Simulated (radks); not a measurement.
Question: These are the eigenvalues of the occupied orbitals of an atom or ion with whole-number occupations (Ry). All-electron calculation, Dirac Kohn-Sham, revPBE, spin-unpolarised, spherical densities, finite nucleus; Fermi nuclear charge, rms radius of each element as measured or else 0.836 A^(1/3) + 0.57 fm. Program: a radial shooting solver on a logarithmic mesh with Libxc functionals.

1s1/2: -3807.474
2s1/2: -631.2364
2p1/2: -599.8909
2p3/2: -545.0222
3s1/2: -140.3639
3p1/2: -126.7320
3p3/2: -115.4038
3d3/2: -91.92471
3d5/2: -89.45321
4s1/2: -28.17221
4p1/2: -22.83007
4p3/2: -20.31016
4d3/2: -11.51520
4d5/2: -11.06005
5s1/2: -3.95202
5p1/2: -2.51992
5p3/2: -2.19841
4f5/2: -0.71702
4f7/2: -0.65930
6s1/2: -0.63285

Which element is it, and in what charge state? The configuration may be excited. Open shells, if any, are shared by 2j + 1.

Answer: Z = 65, terbium, charge +1: Tb+ in [Xe] 4f9 6s1. The list shows which subshells hold electrons but not how many an open one holds; the 1s level, -1903.7 hartree, gives Z - s = 61.7 by -(Z - s)^2/2, which with screening and relativity narrows Z to a few neighbours, and the depths of the outer levels then fix element, charge and occupations together.
